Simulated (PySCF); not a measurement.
Compound: C5H8NO2 (doublet state).
SMILES with atom numbers: `[NH2:1][C:2](=[O:3])[C@@H:4]1[CH:5][O:6][CH2:7][CH2:8]1` (hydrogens: H9, H10 on N1; H11 on C4; H12 on C5; H13, H14 on C7; H15, H16 on C8)

Cartesian coordinates in Å at the GFN2-xTB level; atoms count from 1:
```xyz
16
C5H8NO2 angstrom
N      2.4316    0.2220    0.6689
C      1.1473    0.6542    0.6317
O      0.8509    1.8172    0.4751
C      0.1165   -0.4796    0.7458
C      0.0194   -1.1135   -0.5974
O     -1.0141   -0.6146   -1.3305
C     -1.7598    0.2834   -0.5233
C     -1.3027    0.0685    0.9235
H      3.1699    0.8819    0.4883
H      2.6640   -0.7512    0.7475
H      0.4210   -1.1737    1.5337
H      0.8384   -1.5097   -1.1693
H     -2.8230    0.0865   -0.6777
H     -1.5298    1.3028   -0.8533
H     -1.9304   -0.6662    1.4272
H     -1.3068    1.0010    1.4822
```

The hyperfine couplings belong to this conformer and change with its torsions.

Method: PySCF 2.14.0, UKS B3LYP, pcH-1 on C H N O, non-relativistic, mean-field spin-orbit, GIAO. Geometry: GFN2-xTB, one conformer, isolated molecule. Couplings are sensitive to structure, and on GFN2-xTB geometries they can be far from those on DFT ones. No stability test was run, so a lower SCF solution isn't excluded.

Task: Break the g tensor into its mass correction, gauge correction and orbital-Zeeman/spin–orbit terms.

Result: 
```tsv
Δg (ppm)	1	2	3
relativistic mass correction	-208	-208	-208
gauge correction	-8	32	35
orbital Zeeman/spin–orbit	-82	1497	2361
total	-298	1321	2188
```

So g = 2.00202, 2.00364, 2.00451 and g_iso = 2.00339; the tensor is rhombic: the two nearest values differ by 35 % of g3 − g1. Axes: g3 points within 6° of the O6–C7 bond.

Task: What are the electron Larmor frequencies g μB B/h along the three axes at 350 mT?

Result: 9.8073, 9.8152, 9.8195 GHz for g1, g2 and g3, a range of 12.2 MHz.

Task: Average each term over the three axes. Which is largest in size?

Result: The orbital-Zeeman/spin–orbit term 1259, the mass correction -208 and the gauge correction 20 ppm, for a total of 1070 ppm. The orbital-Zeeman/spin–orbit term is the largest in size. The mass correction is the same along every axis, so the anisotropy comes from the other two: their spans along these axes are 43 (gauge) and 2443 ppm (orbital Zeeman/spin–orbit).

Task: At 9.747 GHz, how far is the centre of the isotropic spectrum from where a free electron (g = 2.002319) resonates?

Result: B = hν/(g μB) with μB/h = 13.99624 MHz/mT gives 347.80 mT for the free electron and 347.61 mT at g_iso, 0.19 mT lower.

Task: In a frozen sample, at which fields do the three g values resonate at 9.5, 34, 94 and 263 GHz (hyperfine left aside), and which band first spreads them over more than twice a line width of 0.5 mT?

Result: 
```json
{"band": "X", "GHz": "9.5", "B(g3) mT": "338.61", "B(g2) mT": "338.76", "B(g1) mT": "339.03", "spread mT": "0.42"}
{"band": "Q", "GHz": "34.0", "B(g3) mT": "1211.88", "B(g2) mT": "1212.40", "B(g1) mT": "1213.39", "spread mT": "1.50"}
{"band": "W", "GHz": "94.0", "B(g3) mT": "3350.49", "B(g2) mT": "3351.94", "B(g1) mT": "3354.65", "spread mT": "4.16"}
{"band": "J", "GHz": "263.0", "B(g3) mT": "9374.25", "B(g2) mT": "9378.31", "B(g1) mT": "9385.89", "spread mT": "11.64"}
```

The spread grows in proportion to the frequency. Q band is the first where it exceeds 1.0 mT.

The Mulliken spin populations are largest on C5 (+0.84) and O6 (+0.15). The angles at C5 add up to 353.5°, so it is slightly pyramidal.

The HOMO–LUMO gaps are 5.07 eV among the α and 6.15 eV among the β orbitals.
